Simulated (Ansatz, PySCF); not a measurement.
Process, species as SMILES: CC (C2H6) + [H][H] (H2) → 2 C (CH4)
Structures are relaxed separately at B3LYP-D3(BJ)/def2-TZVP in Ansatz (a first-principles code).

Quantity: energy of full hydrogenation (enthalpy at 298 K, with B3LYP-D3(BJ) rigid-rotor harmonic-oscillator terms from PySCF), in kcal/mol. Valence correlation only, unless marked. Spin-orbit coupling is left out. Non-relativistic. CBS marks a two-point X^-3 extrapolation of the correlation energy; Hartree-Fock from the larger set. [CCSD(T)-MP2]/basis is that difference in the basis named.

From measured enthalpies of formation at 298 K: -15.6 kcal/mol (CC (C2H6) -20.0, ATcT 1.112; [H][H] (H2) 0.0, ATcT 1.112; C (CH4) -17.8, ATcT 1.112). It holds spin-orbit effects, which the calculations lack, and core correlation, which the frozen-core levels lack.

```json
[
 {"level": "HF/aug-cc-pVDZ", "program": "Ansatz", "energy of full hydrogenation (kcal/mol)": "-17.9", "error against measurement": "-2.3"},
 {"level": "HF-D4/def2-TZVPD", "program": "PySCF + dftd4", "energy of full hydrogenation (kcal/mol)": "-15.9", "error against measurement": "-0.3"},
 {"level": "PBE-D4/def2-TZVPD", "program": "Ansatz + dftd4", "energy of full hydrogenation (kcal/mol)": "-14.8", "error against measurement": "0.8"},
 {"level": "TPSS/def2-TZVPD", "program": "PySCF", "energy of full hydrogenation (kcal/mol)": "-15.3", "error against measurement": "0.3"},
 {"level": "r2SCAN/def2-TZVPD", "program": "Ansatz", "energy of full hydrogenation (kcal/mol)": "-15.7", "error against measurement": "-0.1"},
 {"level": "B3LYP-D3(BJ)/def2-TZVPD", "program": "Ansatz + dftd3", "energy of full hydrogenation (kcal/mol)": "-15.8", "error against measurement": "-0.2"},
 {"level": "PBE0/def2-QZVPP", "program": "Ansatz", "energy of full hydrogenation (kcal/mol)": "-16.1", "error against measurement": "-0.5"},
 {"level": "r2SCANh-D4/def2-TZVPD", "program": "Ansatz + dftd4", "energy of full hydrogenation (kcal/mol)": "-15.7", "error against measurement": "-0.1"},
 {"level": "PW6B95-D4/def2-TZVPD", "program": "PySCF + dftd4", "energy of full hydrogenation (kcal/mol)": "-15.5", "error against measurement": "0.1"},
 {"level": "wB97X-V/def2-TZVPD", "program": "Ansatz", "energy of full hydrogenation (kcal/mol)": "-15.2", "error against measurement": "0.4"},
 {"level": "SCS-MP2/6-31G", "program": "Ansatz", "energy of full hydrogenation (kcal/mol)": "-15.7", "error against measurement": "-0.1"},
 {"level": "CCSD/def2-TZVPP", "program": "Ansatz", "energy of full hydrogenation (kcal/mol)": "-16.1", "error against measurement": "-0.5"},
 {"level": "CCSD(T) with core electrons/cc-pwCVTZ", "program": "Ansatz", "energy of full hydrogenation (kcal/mol)": "-15.6", "error against measurement": "0.0"},
 {"level": "RI-MP2/CBS(def2-TZVPP,def2-QZVPP)+[CCSD(T)-MP2]/def2-TZVPP", "program": "Ansatz", "energy of full hydrogenation (kcal/mol)": "-15.4", "error against measurement": "0.2"},
 {"level": "RI-MP2/CBS(def2-TZVPPD,def2-QZVPPD)+[CCSD(T)-MP2]/def2-TZVPPD", "program": "Ansatz", "energy of full hydrogenation (kcal/mol)": "-15.4", "error against measurement": "0.2"}
]
```
